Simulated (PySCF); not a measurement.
PySCF job for BClH, SMILES [BH]Cl (connectivity only; charge and spin as stated), charge +1, multiplicity 1, ADC(3)/aug-cc-pVDZ. Geometry: TPSSh-D3(BJ)/def2-TZVPD. The spin state was assumed, not searched. The isomer is the one that the SMILES or the coordinates give; other isomers of the formula were not compared.

```python
import numpy as np
from pyscf import gto, scf, dft, adc

mol = gto.M(
    atom='''
    B     0.00000000    0.00000000    1.12766648
    Cl    0.00000000    0.00000000   -0.46697744
    H     0.00000000    0.00000000    2.30028409
    ''',
    basis='aug-cc-pVDZ',
    charge=1,
    spin=0,
    max_memory=1600,
    verbose=4,
)
mf = scf.RHF(mol)
mf.conv_tol = 1e-10
mf.max_cycle = 100
mf.kernel()
res = {}
for kind, nroots in (('ee', 6), ('ip', 6), ('ea', 2)):
    a = adc.ADC(mf).density_fit('aug-cc-pvdz-ri')
    a.method, a.method_type = 'adc(3)', kind
    e, v, p, x = a.kernel(nroots=nroots)
    res[kind] = (e * 27.211386245988, p)
for kind, (e, p) in res.items():
    print(kind, 'energies / eV', np.round(e, 3), 'strengths', np.round(p, 4))
```

Log of the run:

```
PySCF version 2.14.0

[INPUT] verbose = 4
[INPUT] num. atoms = 3
[INPUT] num. electrons = 22
[INPUT] charge = 1
[INPUT] spin (= nelec alpha-beta = 2S) = 0
[INPUT] symmetry False subgroup None
[INPUT] Mole.unit = angstrom
[INPUT] Symbol           X                Y                Z      unit          X                Y                Z       unit  Magmom
[INPUT]  1 B      0.000000000000   0.000000000000   1.127666480000 AA    0.000000000000   0.000000000000   2.130980807052 Bohr   0.0
[INPUT]  2 Cl     0.000000000000   0.000000000000  -0.466977440000 AA    0.000000000000   0.000000000000  -0.882459467951 Bohr   0.0
[INPUT]  3 H      0.000000000000   0.000000000000   2.300284090000 AA    0.000000000000   0.000000000000   4.346906938794 Bohr   0.0

nuclear repulsion = 33.7142282965982
number of shells = 21
number of NR pGTOs = 96
number of NR cGTOs = 59
basis = aug-cc-pVDZ
ecp = {}


******** <class 'pyscf.scf.hf.RHF'> ********
method = RHF
initial guess = minao
damping factor = 0
level_shift factor = 0
DIIS = <class 'pyscf.scf.diis.CDIIS'>
diis_start_cycle = 1
diis_space = 8
diis_damp = 0
SCF conv_tol = 1e-10
SCF conv_tol_grad = None
SCF max_cycles = 100
direct_scf = True
direct_scf_tol = 1e-13
Set gradient conv threshold to 1e-05
Initial guess from minao.
init E= -485.007938487038
  HOMO = -0.49863670156062  LUMO = 0.0156756553559899  gap/eV = 13.99515
cycle= 1 E= -484.392504620791  delta_E= 0.615  |g|= 0.421  |ddm|= 1.56
  HOMO = -0.818963920351229  LUMO = -0.274360440201683  gap/eV = 14.81942
cycle= 2 E= -484.460388277063  delta_E= -0.0679  |g|= 0.174  |ddm|= 0.67
  HOMO = -0.80988951184531  LUMO = -0.203150896372867  gap/eV = 16.51020
cycle= 3 E= -484.469713221469  delta_E= -0.00932  |g|= 0.0376  |ddm|= 0.254
  HOMO = -0.794595382500638  LUMO = -0.194975155664675  gap/eV = 16.31650
cycle= 4 E= -484.47021867757  delta_E= -0.000505  |g|= 0.00706  |ddm|= 0.0711
  HOMO = -0.797353432832199  LUMO = -0.195508965760489  gap/eV = 16.37702
cycle= 5 E= -484.470241206269  delta_E= -2.25e-05  |g|= 0.00116  |ddm|= 0.0168
  HOMO = -0.797158479754526  LUMO = -0.195763955966046  gap/eV = 16.36478
cycle= 6 E= -484.470241820632  delta_E= -6.14e-07  |g|= 0.000161  |ddm|= 0.00277
  HOMO = -0.797184645721918  LUMO = -0.195781956106558  gap/eV = 16.36500
cycle= 7 E= -484.470241839265  delta_E= -1.86e-08  |g|= 4.61e-05  |ddm|= 0.000599
  HOMO = -0.797180374841159  LUMO = -0.195785624250993  gap/eV = 16.36478
cycle= 8 E= -484.470241841024  delta_E= -1.76e-09  |g|= 9.46e-06  |ddm|= 0.000152
  HOMO = -0.797180132697637  LUMO = -0.195785724631243  gap/eV = 16.36478
cycle= 9 E= -484.470241841105  delta_E= -8.05e-11  |g|= 6.01e-07  |ddm|= 3.67e-05
  HOMO = -0.797180037666741  LUMO = -0.195785709717213  gap/eV = 16.36477
Extra cycle  E= -484.470241841105  delta_E= -4.55e-13  |g|= 1.88e-07  |ddm|= 2.24e-06
converged SCF energy = -484.470241841105

******** <class 'pyscf.adc.radc.RADC'> ********
******** ADC Orbital Information ********
Number of Frozen Occupied Orbitals: 0
Number of Frozen Virtual Orbitals: 0
Number of Active Occupied Orbitals: 11
Number of Active Virtual Orbitals: 48
*****************************************
******** <class 'pyscf.df.df.DF'> ********
auxbasis = aug-cc-pvdz-ri
Reference correlation energy (doubles): -0.23386271
MP3 correlation energy of reference state (a.u.) = -0.23386271

******** <class 'pyscf.adc.radc_ee.RADCEE'> ********
max_space = 12
max_cycle = 50
conv_tol = 1e-08

*************************************************************
        ADC calculation summary (singlet states only)
*************************************************************
adc(3) root 0  |  Energy (Eh) =   0.2752643914  |  Energy (eV) =   7.49032561  |  Osc. strength = 0.00000000  |  conv = True
adc(3) root 1  |  Energy (Eh) =   0.2759597950  |  Energy (eV) =   7.50924851  |  Osc. strength = 0.00000000  |  conv = True
adc(3) root 2  |  Energy (Eh) =   0.2759598337  |  Energy (eV) =   7.50924956  |  Osc. strength = 0.00000000  |  conv = True
adc(3) root 3  |  Energy (Eh) =   0.3427937994  |  Energy (eV) =   9.32789440  |  Osc. strength = 0.01002995  |  conv = True
adc(3) root 4  |  Energy (Eh) =   0.3427937994  |  Energy (eV) =   9.32789440  |  Osc. strength = 0.01002995  |  conv = True
adc(3) root 5  |  Energy (Eh) =   0.3624601277  |  Energy (eV) =   9.86304245  |  Osc. strength = 0.41421515  |  conv = True

******** <class 'pyscf.adc.radc.RADC'> ********
******** ADC Orbital Information ********
Number of Frozen Occupied Orbitals: 0
Number of Frozen Virtual Orbitals: 0
Number of Active Occupied Orbitals: 11
Number of Active Virtual Orbitals: 48
*****************************************
******** <class 'pyscf.df.df.DF'> ********
auxbasis = aug-cc-pvdz-ri
Reference correlation energy (doubles): -0.23386271
MP3 correlation energy of reference state (a.u.) = -0.23386271

******** <class 'pyscf.adc.radc_ip.RADCIP'> ********
max_space = 12
max_cycle = 50
conv_tol = 1e-08

*************************************************************
        ADC calculation summary (doublet states only)
*************************************************************
adc(3) root 0  |  Energy (Eh) =   0.7912321502  |  Energy (eV) =  21.53052347  |  Spec. factor = 1.83598284  |  conv = True
adc(3) root 1  |  Energy (Eh) =   0.7912321568  |  Energy (eV) =  21.53052365  |  Spec. factor = 1.83598288  |  conv = True
adc(3) root 2  |  Energy (Eh) =   0.8650453556  |  Energy (eV) =  23.53908310  |  Spec. factor = 1.80400112  |  conv = True
adc(3) root 3  |  Energy (Eh) =   0.9410477196  |  Energy (eV) =  25.60721276  |  Spec. factor = 1.71951941  |  conv = True
adc(3) root 4  |  Energy (Eh) =   1.0706243757  |  Energy (eV) =  29.13317317  |  Spec. factor = 0.08855676  |  conv = True
adc(3) root 5  |  Energy (Eh) =   1.1711033992  |  Energy (eV) =  31.86734666  |  Spec. factor = 0.00168036  |  conv = True

******** <class 'pyscf.adc.radc.RADC'> ********
******** ADC Orbital Information ********
Number of Frozen Occupied Orbitals: 0
Number of Frozen Virtual Orbitals: 0
Number of Active Occupied Orbitals: 11
Number of Active Virtual Orbitals: 48
*****************************************
******** <class 'pyscf.df.df.DF'> ********
auxbasis = aug-cc-pvdz-ri
Reference correlation energy (doubles): -0.23386271
MP3 correlation energy of reference state (a.u.) = -0.23386271

******** <class 'pyscf.adc.radc_ea.RADCEA'> ********
max_space = 12
max_cycle = 50
conv_tol = 1e-08

*************************************************************
        ADC calculation summary (doublet states only)
*************************************************************
adc(3) root 0  |  Energy (Eh) =  -0.2324549526  |  Energy (eV) =  -6.32542145  |  Spec. factor = 1.87020287  |  conv = True
adc(3) root 1  |  Energy (Eh) =  -0.2324549526  |  Energy (eV) =  -6.32542145  |  Spec. factor = 1.87020287  |  conv = True
ee energies / eV [7.49  7.509 7.509 9.328 9.328 9.863] strengths [0.     0.     0.     0.01   0.01   0.4142]
ip energies / eV [21.531 21.531 23.539 25.607 29.133 31.867] strengths [1.8360e+00 1.8360e+00 1.8040e+00 1.7195e+00 8.8600e-02 1.7000e-03]
ea energies / eV [-6.325 -6.325] strengths [1.8702 1.8702]
```

The calculation finished and met its thresholds.

Cost: around 2.0 core-minutes (rough).
